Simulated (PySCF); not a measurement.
A structure optimised at PBE-D3(BJ)/def2-SVP, used in a PySCF frequency run:

```xyz
12

C      2.5895    -0.3521     1.0234
C      1.5069    -1.1060     0.2381
C      0.3497    -0.2383    -0.1442
F      0.6925     0.8206    -0.9047
C     -0.9354    -0.4293     0.2165
Cl    -2.2203     0.6244    -0.2645
H      2.9601     0.5163     0.4443
H      2.1922     0.0267     1.9865
H      3.4521    -1.0124     1.2401
H      1.9484    -1.5228    -0.6952
H      1.1240    -1.9695     0.8187
H     -1.2274    -1.2843     0.8407
```
Charge 0, spin multiplicity 1.

**Question.** Write its SMILES and formula.

**Answer.** CC/C(F)=C/Cl, C4H6ClF

**Question.** What are its rotational constants (standard atomic weights)?

**Answer.** 7.4768, 1.3433, 1.2243 GHz
